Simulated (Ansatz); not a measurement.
`[NH2][Hf]([F])([F])[Cl]` + HCl → `[NH2][Hf]([F])([Cl])[Cl]` + H–F at 500 K and 1 bar (ligand exchange at the Hf–F bond).

Computed with Ansatz on PBE0-D4/def2-TZVP structures; ΔE is electronic, products minus reactants. CCSD(T)/CBS adds triple-zeta CCSD(T) − MP2 to the extrapolated MP2 energy (def2 sets, frozen cores). This one scheme is used for every species. def2 core potentials past Kr. For Hf outer-core shells are correlated without core-valence functions, which leaves a few kJ/mol of doubt a bond. Each species was taken in one conformer, which may not be the lowest.

```tsv
species	CCSD(T)/CBS energy (Eh)	H − E (kJ/mol)	S (J/(mol·K))
`[NH2][Hf]([F])([F])[Cl]`	-763.45993	124.8	440.8
HCl	-460.38127	32.5	201.9
`[NH2][Hf]([F])([Cl])[Cl]`	-1123.44141	123.9	454.8
H–F	-100.39570	39.4	188.7
```

H − E and S are ideal-gas, rigid-rotor, harmonic terms from PBE0-D4/def2-TZVP, for one conformer and one mirror image of each species. 1 Eh = 2625.50 kJ/mol, R = 8.31446 J/(mol·K).

Problem. By hand: ΔE, ΔH, ΔS and ΔG.

Solution. ΔE = (-1123.44141) + (-100.39570) − (-763.45993) − (-460.38127) = 0.00409 Eh = 10.7 kJ/mol. Δ(H − E) = 123.9 + 39.4 − 124.8 − 32.5 = 6.0, so ΔH = 16.7 kJ/mol. ΔS = 454.8 + 188.7 − 440.8 − 201.9 = 0.8 J/(mol·K). ΔG = 16.7 − 500 × (0.8)/1000 = 16.3 kJ/mol.

Problem. By hand: the equilibrium constant, and the temperature at which ΔG would vanish if ΔH and ΔS stayed fixed.

Solution. log₁₀ K = −ΔG/(RT ln 10) = -1.7. ΔG = 0 at ΔH/ΔS = 20875 K, far beyond where these terms or the molecules hold.

The number of gas molecules stays the same, so ΔS is small and ΔH decides. A doubt of 5 kJ/mol in ΔE shifts log₁₀ K by 0.5 here. Other conformers and mirror images would add mixing entropy, several J/(mol·K) or more a flexible species. These are equilibria of isolated gas molecules and say nothing of rates. Largest T1 diagnostic: 0.015 (customary marks: 0.02 for closed shells, 0.045 for open ones).
